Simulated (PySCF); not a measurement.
# Computed records: CH4AlClGe, CH7AlGe2, AlClGeH3

Computed with PySCF 2.14.0. Calculation on a computer-drawn molecule: the log of a Hartree-Fock and frozen-core CCSD(T) single point meant for a local Hartree-Fock minimum, with one planted fault or none, to be diagnosed. Offsets are logged minus clean, where the clean run is the same molecule without the fault. The reference is restricted for singlets and unrestricted otherwise, and also for a bond in bohr or an excited solution. Adding or removing an electron swaps singlet and doublet. The excited solution moves the top pair (singlet) or top alpha electron (doublet) to the lowest empty orbital. Highest occupied and lowest empty are orbital energies over both spins, largest force is the largest gradient component, triples share is (T) over the correlation energy, the T1 limit is 0.02 restricted and 0.045 unrestricted, electrons count all cores, a negative frequency is imaginary (commonest isotopes), and the dipole is about the centre of nuclear charge; on germanium a core potential holds 10 electrons, which the energies leave out, and 3d is frozen in MP2 and coupled-cluster steps.

Common to all runs: meant multiplicity 1; meant basis cc-pV(D+d)Z; meant basis and core potential on germanium cc-pVDZ-PP ECP10MDF; logged SCF converged yes; possible faults no fault, one electron removed, one electron added, multiplicity raised by two, geometry at a saddle point, SCF held on an excited solution, minimal basis STO-3G, one bond length entered in bohr, all coordinates scaled.

(1) 
```xyz
8
formula=CH4AlClGe meant_charge=0 logged_electrons=72 logged_basis_functions=103 logged_spin_squared=1.315 logged_highest_occupied=-8.4723 logged_lowest_empty=-0.87108 logged_largest_force=0.034486 logged_T1_diagnostic=0.045725 logged_D1_diagnostic=0.22359 logged_triples_share=0.029073 logged_CC_converged=yes logged_dipole_magnitude=1.3504 logged_SCF_stable_within_its_kind=yes logged_energy_HF=-1034.87977 logged_energy_CCSD(T)=-1035.34061 planted_fault=one_bond_length_entered_in_bohr,row_3_of_the_drawn_bonds HF_energy_offset_from_clean_run=64.64 CCSD(T)_energy_offset_from_clean_run=85.6
Al    -1.0160    -2.4213     0.8547
C      0.8166    -1.8594     0.9519
Ge     1.8597    -1.3382    -0.3725
Cl     0.6178    -1.1650    -4.2330
H     -1.7751    -2.4580    -0.5293
H     -1.7546    -2.8478     2.1875
H      1.3531    -1.8293     1.9007
H      3.3054    -0.8833    -0.3752
```

Units: logged_highest_occupied, logged_lowest_empty in eV; logged_largest_force in hartree/bohr; logged_dipole_magnitude in debye; logged_energy_HF, logged_energy_CCSD(T) in hartree; HF_energy_offset_from_clean_run, CCSD(T)_energy_offset_from_clean_run in kcal/mol.

Drawn bonds:
| atom | other atom | order |
| --- | --- | --- |
| 1 | 2 | 1 |
| 2 | 3 | 2 |
| 3 | 4 | 1 |
| 1 | 5 | 1 |
| 1 | 6 | 1 |
| 2 | 7 | 1 |
| 3 | 8 | 1 |

Notes: T1 above single-reference limit.

(2) 
```xyz
8
formula=CH4AlClGe meant_charge=0 logged_electrons=72 logged_basis_functions=103 logged_spin_squared=0 logged_highest_occupied=-8.9723 logged_lowest_empty=0.919 logged_largest_force=1.717e-05 logged_lowest_frequency=95.391 logged_T1_diagnostic=0.012992 logged_D1_diagnostic=0.040556 logged_triples_share=0.032551 logged_CC_converged=yes logged_dipole_magnitude=2.7343 logged_SCF_stable_within_its_kind=yes logged_energy_HF=-1034.98279 logged_energy_CCSD(T)=-1035.47703 planted_fault=no_fault HF_energy_offset_from_clean_run=0 CCSD(T)_energy_offset_from_clean_run=0
Al    -1.0160    -2.4213     0.8547
C      0.8166    -1.8594     0.9519
Ge     1.8597    -1.3382    -0.3725
Cl     1.2025    -1.2466    -2.4154
H     -1.7751    -2.4580    -0.5293
H     -1.7546    -2.8478     2.1875
H      1.3531    -1.8293     1.9007
H      3.3054    -0.8833    -0.3752
```

Units: logged_highest_occupied, logged_lowest_empty in eV; logged_largest_force in hartree/bohr; logged_lowest_frequency in cm⁻¹; logged_dipole_magnitude in debye; logged_energy_HF, logged_energy_CCSD(T) in hartree; HF_energy_offset_from_clean_run, CCSD(T)_energy_offset_from_clean_run in kcal/mol.

Drawn bonds:
| atom | other atom | order |
| --- | --- | --- |
| 1 | 2 | 1 |
| 2 | 3 | 2 |
| 3 | 4 | 1 |
| 1 | 5 | 1 |
| 1 | 6 | 1 |
| 2 | 7 | 1 |
| 3 | 8 | 1 |

(3) 
```xyz
11
formula=CH7AlGe2 meant_charge=0 logged_electrons=90 logged_basis_functions=118 logged_spin_squared=0 logged_highest_occupied=-8.8243 logged_lowest_empty=0.9128 logged_largest_force=3.168e-05 logged_lowest_frequency=100.74 logged_T1_diagnostic=0.01369 logged_D1_diagnostic=0.042048 logged_triples_share=0.034727 logged_CC_converged=yes logged_dipole_magnitude=2.4318 logged_SCF_stable_within_its_kind=yes logged_energy_HF=-870.54981 logged_energy_CCSD(T)=-871.02538 planted_fault=no_fault HF_energy_offset_from_clean_run=0 CCSD(T)_energy_offset_from_clean_run=0
Al    -0.6446    -1.5851     0.6035
C     -0.5754     0.3324     0.4696
Ge     1.0137     1.0706     0.1619
Ge    -2.1383     1.4817     0.6519
H     -2.0161    -2.3270     0.8756
H      0.6899    -2.4241     0.4385
H      1.2625     2.5703     0.0249
H      2.2975     0.2653     0.0033
H     -2.7909     1.3011     2.0304
H     -1.7498     2.9616     0.4932
H     -3.1914     1.1442    -0.4138
```

Units: logged_highest_occupied, logged_lowest_empty in eV; logged_largest_force in hartree/bohr; logged_lowest_frequency in cm⁻¹; logged_dipole_magnitude in debye; logged_energy_HF, logged_energy_CCSD(T) in hartree; HF_energy_offset_from_clean_run, CCSD(T)_energy_offset_from_clean_run in kcal/mol.

Drawn bonds:
| atom | other atom | order |
| --- | --- | --- |
| 1 | 2 | 1 |
| 2 | 3 | 2 |
| 2 | 4 | 1 |
| 1 | 5 | 1 |
| 1 | 6 | 1 |
| 3 | 7 | 1 |
| 3 | 8 | 1 |
| 4 | 9 | 1 |
| 4 | 10 | 1 |
| 4 | 11 | 1 |

(4) 
```xyz
6
formula=AlClGeH3 meant_charge=1 logged_electrons=64 logged_basis_functions=84 logged_spin_squared=0 logged_highest_occupied=-11.17 logged_lowest_empty=-9.9865 logged_largest_force=0.054507 logged_CC_converged=no logged_dipole_magnitude=6.7217 logged_SCF_stable_within_its_kind=no logged_energy_HF=-995.96191
Al     1.7757    -1.0607     2.5101
Ge     0.4342    -1.1242     0.2346
Cl     1.2943    -0.1021    -1.3863
H      1.3225     0.1733     3.3347
H      2.7545    -2.2640     2.5584
H     -0.8705    -1.7294    -0.2737
```

Units: logged_highest_occupied, logged_lowest_empty in eV; logged_largest_force in hartree/bohr; logged_dipole_magnitude in debye; logged_energy_HF in hartree.

Drawn bonds:
| atom | other atom | order |
| --- | --- | --- |
| 1 | 2 | 1 |
| 2 | 3 | 1 |
| 1 | 4 | 1 |
| 1 | 5 | 1 |
| 2 | 6 | 1 |

Notes: CCSD not converged.

Q: Give the missing planted fault for AlClGeH3 (entry 4).
A: SCF held on an excited solution

Further results for AlClGeH3 (entry 4):

- HF energy offset from clean run: 219.9 kcal/mol
